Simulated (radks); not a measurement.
Ga, configuration [Ar] 3d10 4s2 6f1 (not the ground configuration).

Calculated with a radial shooting solver on a logarithmic mesh with Libxc functionals: Dirac Kohn-Sham, PBEsol, spin-unpolarised, spherical densities, finite nucleus; open shells are shared between the two j in proportion to 2j + 1; Fermi nuclear charge, rms radius 3.9973 fm.

Energy parts (hartree):
| part | energy |
|---|---|
| total | -1942.33683 |
| kinetic | 1980.71398 |
| electron-nucleus | -4680.22818 |
| Hartree | 831.04063 |
| exchange-correlation | -73.86326 |

Orbitals (lengths in bohr, moments of r in powers of bohr; <r^-3> diverges for s and p1/2; r(max) is where P^2 peaks):
| orbital | occ. | eigenvalue (hartree) | <r> | r(max) | <r^-3> |
|---|---|---|---|---|---|
| 1s1/2 | 2 | -375.7862 | 0.04863 | 0.03180 | - |
| 2s1/2 | 2 | -46.60539 | 0.2177 | 0.1826 | - |
| 2p1/2 | 2 | -41.30066 | 0.1884 | 0.1445 | - |
| 2p3/2 | 4 | -40.28570 | 0.1919 | 0.1474 | 859.7 |
| 3s1/2 | 2 | -5.70443 | 0.6523 | 0.5649 | - |
| 3p1/2 | 2 | -3.99086 | 0.6723 | 0.5615 | - |
| 3p3/2 | 4 | -3.85756 | 0.6832 | 0.5698 | 113.7 |
| 3d3/2 | 4 | -0.98924 | 0.8041 | 0.5310 | 11.94 |
| 3d5/2 | 6 | -0.97224 | 0.8104 | 0.5339 | 11.61 |
| 4s1/2 | 2 | -0.57135 | 2.211 | 1.849 | - |
| 6f5/2 | 0.428571 | -0.01030 | 44.72 | 52.33 | 0.0001571 |
| 6f7/2 | 0.571429 | -0.01030 | 44.72 | 52.33 | 0.0001571 |

The highest occupied level is 6f7/2 at -0.280 eV. The density falls to 0.001 e/bohr^3 at r = 3.73 bohr.
